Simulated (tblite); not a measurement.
Compound: C8H15NO.
Numbering: `[CH3:1][CH2:2][O:3][C@@H:4]1[CH2:5][C@H:6]2[CH2:7][NH:8][CH2:9][C@@H:10]12` (hydrogens: H11, H12, H13 on C1; H14, H15 on C2; H16 on C4; H17, H18 on C5; H19 on C6; H20, H21 on C7; H22 on N8; H23, H24 on C9; H25 on C10)

Computed with GFN2-xTB (tblite), gas phase: L-BFGS steps from a force-field or distance-geometry start until the largest atomic force falls under 0.01 eV/Å.

Step 137: E = -864.2405 eV
```
atom  x, y, z in Å  |  force x, y, z in eV/Å
C1      2.9407    0.6991    0.0877    0.006  -0.011  -0.017
C2      2.6285   -0.7441   -0.3113    0.037   0.033   0.008
O3      1.4156   -0.9126   -1.0063    0.005  -0.017   0.020
C4      0.2490   -0.7611   -0.2417    0.000   0.041   0.016
C5     -0.9863   -1.3426   -0.9516   -0.012   0.043   0.011
C6     -1.6783    0.0289   -0.8910    0.007   0.046  -0.010
C7     -2.7583    0.1831    0.1915    0.006   0.003  -0.008
N8     -2.0642    0.3790    1.4587   -0.037   0.002   0.019
C9     -0.8826    1.1588    1.1131   -0.016  -0.015  -0.010
C10    -0.4126    0.6416   -0.2517   -0.020   0.007  -0.012
H11     2.2718    1.0501    0.8700   -0.023  -0.034  -0.014
H12     2.8413    1.3561   -0.7726    0.005  -0.024  -0.018
H13     3.9630    0.7559    0.4528   -0.007   0.000   0.016
H14     3.3898   -1.1066   -1.0071    0.019   0.009   0.004
H15     2.6428   -1.3833    0.5874   -0.020   0.015  -0.038
H16     0.4168   -1.1556    0.7714   -0.020   0.000   0.029
H17    -1.4955   -2.1460   -0.4231    0.008  -0.033  -0.003
H18    -0.7457   -1.6628   -1.9615    0.010  -0.021   0.008
H19    -1.9989    0.4259   -1.8514    0.000   0.003  -0.009
H20    -3.3465    1.0853   -0.0049    0.007  -0.007  -0.001
H21    -3.4371   -0.6681    0.2446    0.018   0.001   0.011
H22    -1.7766   -0.5239    1.8252    0.018  -0.009  -0.008
H23    -1.1944    2.2048    1.0205    0.034  -0.011   0.015
H24    -0.1264    1.0836    1.8956   -0.010  -0.005  -0.015
H25     0.1329    1.3791   -0.8355   -0.014  -0.017   0.004
```

Step 138: E = -864.2413 eV
```
atom  x, y, z in Å  |  force x, y, z in eV/Å
C1      2.9444    0.6978    0.0822   -0.001   0.028   0.048
C2      2.6297   -0.7422   -0.3131    0.002   0.003  -0.024
O3      1.4161   -0.9062   -1.0075   -0.011  -0.030  -0.021
C4      0.2502   -0.7576   -0.2414    0.012   0.040   0.024
C5     -0.9853   -1.3414   -0.9484   -0.009   0.022   0.009
C6     -1.6780    0.0298   -0.8897   -0.003   0.021  -0.030
C7     -2.7602    0.1831    0.1903    0.018   0.001  -0.023
N8     -2.0670    0.3735    1.4583   -0.043   0.019   0.028
C9     -0.8866    1.1564    1.1153   -0.014  -0.007   0.018
C10    -0.4143    0.6431   -0.2497   -0.026   0.018  -0.006
H11     2.2651    1.0583    0.8507   -0.036  -0.033  -0.002
H12     2.8626    1.3488   -0.7823    0.008   0.018  -0.064
H13     3.9589    0.7505    0.4659    0.035   0.007   0.017
H14     3.3912   -1.1080   -1.0053    0.035  -0.006  -0.035
H15     2.6395   -1.3815    0.5826   -0.013  -0.017   0.035
H16     0.4215   -1.1497    0.7716   -0.022  -0.014   0.037
H17    -1.4928   -2.1419   -0.4139    0.002  -0.040  -0.003
H18    -0.7470   -1.6686   -1.9570    0.007  -0.007   0.017
H19    -1.9955    0.4262   -1.8508   -0.012   0.007  -0.026
H20    -3.3440    1.0882   -0.0059   -0.002  -0.007   0.007
H21    -3.4414   -0.6664    0.2388    0.015   0.000   0.015
H22    -1.7788   -0.5302    1.8228    0.016  -0.001  -0.019
H23    -1.1972    2.2036    1.0309    0.023  -0.024  -0.010
H24    -0.1321    1.0788    1.8981    0.021  -0.015   0.008
H25     0.1297    1.3802   -0.8338   -0.001   0.014  -0.002
```

Step 139: E = -864.2418 eV
```
atom  x, y, z in Å  |  force x, y, z in eV/Å
C1      2.9477    0.7008    0.0785   -0.024   0.000   0.020
C2      2.6291   -0.7412   -0.3114    0.014  -0.004  -0.011
O3      1.4166   -0.9045   -1.0083   -0.010  -0.022  -0.010
C4      0.2502   -0.7562   -0.2425    0.005   0.021   0.020
C5     -0.9865   -1.3402   -0.9486    0.003   0.008   0.012
C6     -1.6786    0.0315   -0.8903   -0.001   0.001  -0.021
C7     -2.7609    0.1829    0.1899    0.014   0.002  -0.017
N8     -2.0680    0.3706    1.4588   -0.030   0.011   0.017
C9     -0.8869    1.1534    1.1175   -0.009  -0.006   0.018
C10    -0.4153    0.6439   -0.2490   -0.016   0.016  -0.004
H11     2.2631    1.0665    0.8399   -0.030  -0.027  -0.008
H12     2.8756    1.3474   -0.7908    0.005   0.007  -0.046
H13     3.9590    0.7511    0.4697    0.045   0.005   0.022
H14     3.3919   -1.1149   -0.9996    0.014   0.011  -0.010
H15     2.6320   -1.3758    0.5892   -0.004   0.002   0.003
H16     0.4218   -1.1506    0.7700   -0.025  -0.004   0.029
H17    -1.4930   -2.1405   -0.4122    0.002  -0.027  -0.006
H18    -0.7501   -1.6705   -1.9567    0.010   0.002   0.016
H19    -1.9945    0.4278   -1.8518   -0.017   0.010  -0.022
H20    -3.3448    1.0882   -0.0043   -0.004  -0.003   0.005
H21    -3.4418   -0.6668    0.2370    0.014   0.002   0.012
H22    -1.7792   -0.5344    1.8204    0.010   0.007  -0.020
H23    -1.1951    2.2013    1.0367    0.013  -0.015  -0.012
H24    -0.1317    1.0730    1.8992    0.021  -0.019   0.011
H25     0.1282    1.3817   -0.8325    0.002   0.020   0.000
```

Q: Estimate the geometry and energy of step 140. (The exact step hangs on the optimiser's Hessian estimate; all steps are aligned on step 139, rigid shifts and turns removed.)

A: E = -864.2423 eV, largest force 0.033 eV/Å
```
atom  x, y, z in Å  |  force x, y, z in eV/Å
C1      2.9493    0.7004    0.0796    0.013  -0.003  -0.016
C2      2.6304   -0.7403   -0.3148   -0.004  -0.016  -0.005
O3      1.4160   -0.9012   -1.0107    0.002  -0.011   0.005
C4      0.2510   -0.7537   -0.2419   -0.006  -0.003   0.008
C5     -0.9871   -1.3394   -0.9454    0.012  -0.019   0.012
C6     -1.6786    0.0328   -0.8911   -0.006  -0.020  -0.010
C7     -2.7616    0.1830    0.1885    0.001   0.003  -0.005
N8     -2.0704    0.3708    1.4590    0.004   0.007  -0.008
C9     -0.8883    1.1535    1.1183    0.001  -0.005   0.014
C10    -0.4164    0.6453   -0.2487   -0.005   0.009  -0.005
H11     2.2582    1.0610    0.8366   -0.027   0.003   0.006
H12     2.8823    1.3479   -0.7908    0.006  -0.004  -0.008
H13     3.9599    0.7501    0.4772   -0.012   0.001   0.004
H14     3.3928   -1.1134   -1.0033    0.010   0.007  -0.013
H15     2.6305   -1.3765    0.5848    0.009  -0.001   0.001
H16     0.4245   -1.1495    0.7704   -0.023   0.009   0.015
H17    -1.4924   -2.1391   -0.4054    0.007  -0.002  -0.012
H18    -0.7524   -1.6755   -1.9523    0.013   0.013   0.017
H19    -1.9921    0.4279   -1.8542   -0.021   0.006  -0.006
H20    -3.3472    1.0870   -0.0050   -0.004   0.004   0.002
H21    -3.4414   -0.6677    0.2360    0.016   0.004   0.007
H22    -1.7787   -0.5345    1.8181   -0.003   0.010  -0.017
H23    -1.1941    2.2014    1.0384   -0.001   0.001  -0.010
H24    -0.1320    1.0720    1.8991    0.011  -0.023   0.013
H25     0.1267    1.3822   -0.8336    0.004   0.031   0.010
```

The energy changes by -0.0004 eV. The first-order estimate −F·Δx gives -0.0009 eV and the mean of the old and new forces, exact on a quadratic surface, -0.0004 eV. The step makes an angle of 72° with the force vector and moves no atom by more than 0.008 Å.

Hardware: one thread of an Arm Neoverse V1, shared host.
